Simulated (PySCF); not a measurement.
A structure optimised at PBE-D3(BJ)/def2-TZVPD, used in a PySCF frequency run:

```xyz
5

Pb     0.0000     0.0000     0.0000
H     -1.0208     1.0208    -1.0208
H      1.0208     1.0208     1.0208
H      1.0208    -1.0208    -1.0208
H     -1.0208    -1.0208     1.0208
```

Question: Write its SMILES, formula and point group.

Answer: [PbH4], H4Pb, Td

Question: What are its rotational constants (standard atomic weights)?

Answer: 60.143, 60.143, 60.143 GHz
